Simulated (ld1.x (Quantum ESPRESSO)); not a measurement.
**Tc (Z = 43), PAW: configuration errors across variants**

```
Element                 : technetium
Generator               : ld1.x (Quantum ESPRESSO) 7.5
Type                    : PAW
Functional              : LDA (PZ)
Relativity              : scalar-relativistic
Frozen core             : [Ar] 3d10 4s2
Valence charge          : 13
Reference configuration : 4p6 4d5 5s2 5p0
Partial waves           : 5s (bound): rcut 2.75, rcutus 2.95 bohr; 5s channel at 1.4 Ry: rcut 2.75, rcutus 2.95 bohr; 4p (bound): rcut 1.95, rcutus 2.35 bohr; 5p (bound, empty): rcut 1.95, rcutus 2.35 bohr; 4d (bound): rcut 2.10, rcutus 2.55 bohr; 4d channel at 3.65 Ry: rcut 2.10, rcutus 2.55 bohr
Local potential         : all-electron potential smoothed inside 2.00 bohr (lloc = -2)
Core correction         : a·sin(br)/r model core, default radius (ld1.x builds one for every PAW set, though the input has nlcc=.false.)
Augmentation charge     : BESSEL, radius 2.00 bohr
```

All-electron excitation energies from the reference (eV): (1) 4p6 4d5 5s1 5p0 8.432; (2) 4p6 4d5 5s0 5p0 23.634; (3) 4p6 4d4 5s0 5p0 52.562; (4) 4p6 4d3 5s0 5p0 94.794; (5) 4p6 4d6 5s0 5p0 6.549; (6) 4p5 4d5 5s2 5p0 51.564; (7) 4p6 4d4 5s2 5p1 6.603; (8) 4p6 4d5 5s2 5p0 spin -3.495; (9) 4p6 4d5 5s1 5p0 spin 3.832.

Spin tests fill each open shell by Hund’s rule, majority spin first.

1 further variants failed, have other tests or too few solved ones, and are left out.

Errors AE − PS in meV (a dash: test not solved or not reliable):

```tsv
change	(1)	(2)	(3)	(4)	(5)	(6)	(7)	(8)	(9)	bound ghosts
base	-3.3	-17	-34	-93	+9.5	-15	+13	-10	-15	none
waves 5s (bound): rcut 2.42, rcutus 2.56 bohr; 5s channel at 1.4 Ry: rcut 2.42, rcutus 2.56 bohr	-3.5	-15	-23	-74	+1.4	-44	+5.1	-11	-15	none
waves 5s (bound): rcut 2.75, rcutus 3.30 bohr; 5s channel at 1.4 Ry: rcut 2.75, rcutus 3.30 bohr	-1.6	-16	-41	-108	+18	+16	+22	-10	-14	none
waves 5s (bound): rcut 2.75, rcutus 3.84 bohr; 5s channel at 1.4 Ry: rcut 2.75, rcutus 3.84 bohr	+5.6	-6.4	-41	-121	+32	+11	+23	-9.3	-4.7	none
waves 5s (bound): rcut 2.75, rcutus 4.46 bohr; 5s channel at 1.4 Ry: rcut 2.75, rcutus 4.46 bohr	+4.6	+4.1	-30	-114	+34	–	–	–	–	none
```

(1) Give the same row for: waves 5s (bound): rcut 2.75, rcutus 3.04 bohr; 5s channel at 1.4 Ry: rcut 2.75, rcutus 3.04 bohr.

Answers

(1) -3.1, -17, -36, -97, +11, -7.2, +15, -10, -15; bound ghosts: none.
